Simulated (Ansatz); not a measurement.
**Isomers**

Structures of CH$_{4}$GeO, closed shell, relaxed at PBE0-D4/def2-TZVP (vibrations not checked; lower isomers may exist, and structures with a doubtful reference or unclear bonds are left out). Computed with Ansatz 0.2.0 (basis: def2-TZVPP); correlated methods freeze the cores. Filled d shells of the heavier atoms are correlated. The def2 sets are not built for correlating such inner shells, so the correlated values are less sure here. B3LYP uses VWN-RPA correlation.

Task: Rank them by CCSD(T) energy, lowest first, and give each one's height above the lowest. Links in brackets join atoms within 1.22 times the sum of their covalent radii (1.1 for two metals). (An estimate is asked for; the value comes from the calculation.)
A.
CH₄GeO ([OH][CH][GeH2])
```
7
angstrom
C -0.3189 -0.5324 0.0948
O -0.5908 -1.6543 0.7897
Ge 1.0004 0.6505 0.4949
H -1.0407 -2.2940 0.2302
H -0.7878 -0.4572 -0.8864
H 0.8196 1.9862 -0.2265
H 1.4961 0.7318 1.9389
```
B.
CH₄GeO ([CH3][O][GeH])
```
7
angstrom
C -0.4207 0.6627 -0.0948
O -0.6235 -0.7124 -0.3098
Ge 0.5219 -2.0370 -0.0265
H -0.5534 1.2024 -1.0374
H 0.5824 0.8690 0.2963
H -1.1639 1.0335 0.6176
H 1.7185 -1.0863 0.5090
```
C.
CH₄GeO ([CH2]1[O][GeH2]1)
```
7
angstrom
C -0.5674 -0.4253 -0.6771
O -0.8272 -0.5935 0.7127
Ge 0.6403 0.4755 0.4777
H -1.3163 0.1499 -1.2221
H -0.2387 -1.3244 -1.1991
H 0.3877 1.9082 0.9376
H 1.9216 -0.1904 0.9704
```

Result: Computed: B (0.0 kJ/mol), C (78.4 kJ/mol), A (143.2 kJ/mol). Heights count from the lowest.

Task: Do PBE-D4, r2SCAN-D4, PBE0-D4, B3LYP-D4, wB97M-V, HF, MP2 give the same order? (A judgement: the text doesn't fix the answer.)

Result: The calculation gives: All do.

The T1 diagnostic stays at or below 0.016. The restricted Hartree–Fock reference is unstable towards an unrestricted one at one or more of these structures. A large double-excitation amplitude points to some diradical character; no triplet was computed.

For scale, one of the runs: CCSD(T)/def2-TZVPP, 166 basis functions, launched by `ansatz run in.yaml --threads 2 --pin off --events-out ev --progress --plain --max-ram 4352MiB`. The run took 38 s on 2 CPU threads of an Arm Neoverse V2 (shared host), with 1.4 GiB of host memory at its peak.
